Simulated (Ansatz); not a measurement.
Ansatz (a program for electronic structure) input (revPBE/def2-TZVPD):

Ansatz 0.2 input:
```yaml
crystal:
  periodic: [false, false, false]
  atoms:
    - {symbol: Zn, position_ang: [0.00261532, 0.30952722, 0.06880012]}
    - {symbol: O, position_ang: [1.25801366, -0.35889392, -1.22220738]}
    - {symbol: H, position_ang: [1.76755228, 0.40700812, -1.50771618]}
    - {symbol: O, position_ang: [-1.26799587, -0.82251379, 0.95961016]}
    - {symbol: H, position_ang: [-1.76615436, -0.24156291, 1.54449049]}
basis:
  gaussian:
    orbitals: def2-TZVPD
hamiltonian:
  xc: {name: revPBE}
total_charge: -1
magnetization: {spin_polarized: true, initial_magnetization: 1}
output: {forces: true}
```

Output:

```
Functional definition: revPBE
integrals: 0.06 GiB planned
934 factors; their error is unknown
mean field: 0.58 GiB planned
mean field evaluation 1: about -52541.1935 eV, gradient 4.4e1 eV
mean field evaluation 2: about -52513.9037 eV, gradient 1.2e2 eV
mean field evaluation 4: about -52545.0619 eV, gradient 7.4e0 eV
mean field evaluation 8: about -52545.2477 eV, gradient 6.7e-2 eV
mean field evaluation 16: about -52545.2087 eV, gradient 1.8e-4 eV
mean field evaluation 32: about -52543.1860 eV, gradient 7.9e0 eV
mean field -52545.20865682 eV, -1931.0008017165 hartree, gradient 1.9e-5 eV, S^2 0.751986; 3 other end points of the search recorded, 0 dependent functions left out
the calculation of the forces begins
reference -52545.20873130 eV, -1931.0008044537 hartree; 25, 24 occupied and 124, 125 virtual orbitals, 934 factors
Total energy: -52545.20873130 eV, -1931.0008044537 hartree
Atom 0 at     0.002615     0.309527     0.068800 Å, force     0.000572     0.067699     0.015048 eV/Å
Atom 1 at     1.258014    -0.358894    -1.222207 Å, force    -0.142457    -0.382094     0.041203 eV/Å
Atom 2 at     1.767552     0.407008    -1.507716 Å, force     0.273986     0.372438    -0.162581 eV/Å
Atom 3 at    -1.267996    -0.822514     0.959610 Å, force     0.136433    -0.330907    -0.199685 eV/Å
Atom 4 at    -1.766154    -0.241563     1.544490 Å, force    -0.268534     0.272864     0.306016 eV/Å
Dipole moment:     0.001814     0.214730     0.047729 e Å
```

The spin state was set by rule; other spins were not relaxed.
